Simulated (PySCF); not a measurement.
# Computed spin Hamiltonian

Species: C₃H₁₁OSi₂ (doublet state).
Geometry (GFN2-xTB, Å), atoms numbered from 1 in this order:
```
atom  x, y, z in Å
C1     0.0783   -1.3147    1.3394
Si2   -0.2271    0.1095    0.1132
C3    -1.1864   -0.5050   -1.4115
C4    -1.1172    1.5637    0.9535
O5     1.2164    0.6895   -0.3863
Si6    2.7082    0.6255   -1.0220
H7    -0.8478   -1.6528    1.7935
H8     0.7424   -1.0041    2.1408
H9     0.5355   -2.1700    0.8498
H10   -0.6613   -1.3143   -1.9107
H11   -2.1722   -0.8700   -1.1411
H12   -1.3191    0.2933   -2.1356
H13   -1.2180    2.4082    0.2789
H14   -2.1137    1.2771    1.2739
H15   -0.5751    1.9082    1.8288
H16    2.6053    0.1778   -2.4052
H17    3.5448   -0.2099   -0.1693
```

The hyperfine couplings belong to this conformer and change with its torsions.

The species is `C[Si](C)(C)O[SiH2]` [radical].

Computed with UKS B3LYP, pcH-1 on C H O Si, non-relativistic, mean-field spin-orbit, GIAO in PySCF. Geometry: GFN2-xTB, one conformer, isolated molecule. The geometry wasn't refined by DFT: couplings that depend on bond lengths, twists or pyramidal angles can differ widely from those at the functional's own minimum, by a factor of two or more for some ions and for spin on atoms past the first row. No stability test was run, so a lower SCF solution isn't excluded.

- g1, g2, g3: 2.00171, 2.00217, 2.00416
- g_iso: 2.00268
- Form of g: rhombic: the two nearest values differ by 19 % of g3 − g1
- ⟨S²⟩: 0.7511 (exact 0.7500)
- Total energy: -775.26514 Eh
- Basis functions: 280

Hyperfine couplings atom by atom, in MHz; T1 to T3 are the principal values of the dipolar part; ρ(0) is the spin density at the nucleus:

```tsv
atom	isotope	a_iso	of which spin–orbit	T1	T2	T3	Mulliken spin population	ρ(0) (bohr⁻³)
C1	13C	0.6	0.0	-0.5	-0.2	0.7	0.00	0.0005
Si2	29Si	-13.6	0.0	-4.2	2.0	2.1	0.00	0.0153
C3	13C	0.3	0.0	-0.4	-0.2	0.6	0.00	0.0003
C4	13C	0.0	0.0	-0.2	-0.2	0.4	0.00	0.0000
O5	17O	-45.3	-0.1	-24.9	11.9	13.0	0.04	0.0747
Si6	29Si	-597.9	1.0	-156.8	78.2	78.6	0.88	0.6739
H7	1H	0.3	0.0	-0.6	-0.5	1.1	0.00	0.0001
H8	1H	-0.2	0.0	-0.9	-0.8	1.7	0.00	0.0000
H9	1H	-0.1	0.0	-1.0	-0.7	1.7	0.00	0.0000
H10	1H	-0.1	0.0	-1.0	-0.8	1.8	0.00	0.0000
H11	1H	0.3	0.0	-0.6	-0.5	1.1	0.00	0.0001
H12	1H	-0.2	0.0	-0.9	-0.8	1.6	0.00	0.0000
H13	1H	0.0	0.0	-0.9	-0.8	1.7	0.00	0.0000
H14	1H	-0.3	0.0	-0.5	-0.5	1.0	0.00	-0.0001
H15	1H	0.0	0.0	-0.9	-0.8	1.6	0.00	0.0000
H16	1H	92.2	0.0	-8.8	0.7	8.1	0.03	0.0206
H17	1H	92.2	0.0	-8.8	0.7	8.1	0.03	0.0206
```

The largest Mulliken spin population is on Si6 (+0.88). The angles at Si6 add up to 332.1°, so it is pyramidal.

Axes: g3 points within 8° of the O5–Si6 bond.

Under fast tumbling the dipolar parts average out, and these isotropic splittings remain: 2 × 1H (H16/H17, I = 1/2, 3 lines) with 3.29 mT.

The 29Si coupling of Si6 (-597.9 MHz) shows only in satellite lines or after enrichment, since that isotope makes up about 4.7 % of natural silicon.

The 17O coupling of O5 (-45.3 MHz) shows only in satellite lines or after enrichment, since that isotope makes up about 0.038 % of natural oxygen.
